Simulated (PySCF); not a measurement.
# C₆ coefficients of unlike pairs at PBE0

Calculated with PySCF 2.14 from the dipole response of each species, C₆(A,B) = (3/π) ∫ α_A(iu) α_B(iu) du, in atomic units, from isotropic polarisabilities. For ions this is the dispersion term alone; charge-induced terms of lower order in 1/R come first.

```
species           configuration                                                                                              basis      relativity  α (bohr³)  C₆ (like pair)
    Ni⁺           [Ar] 3d9 (2D)                                                                            dyall-av2z (16s12p7d2f)            none      7.176           22.93
    Au⁺     [Xe] 4f14 5d10 (1S)                                                          aug-cc-pVTZ-PP with ECP60MDF (6s6p5d3f2g)  core potential      13.43           99.82
   Xe³⁺  [Kr] 4d10 5s2 5p3 (4S)  aug-cc-pVQZ-PP with one added diffuse shell each of s, p, d, f, g type with ECP28MDF (8s8p6d4f3g)  core potential      9.456           54.38
    F²⁺       [He] 2s2 2p3 (4S)                    aug-cc-pCVTZ-DK with one added diffuse shell each of s, p, d, f type (8s7p5d3f)   spin-free X2C      1.242           1.572
```

Task: Estimate C₆ for Xe³⁺ with Au⁺.

Result: The integral gives 73.56. The combination rule 2 C_A C_B / (C_A α_B/α_A + C_B α_A/α_B) gives 73.59 and the geometric mean 73.67.

No spin-orbit coupling is included.

The other pairs:

| pair | C₆ |
| --- | --- |
| Au⁺, Ni⁺ | 47.65 |
| Xe³⁺, Ni⁺ | 35.00 |
| F²⁺, Xe³⁺ | 8.912 |
| F²⁺, Au⁺ | 12.15 |
| F²⁺, Ni⁺ | 5.814 |
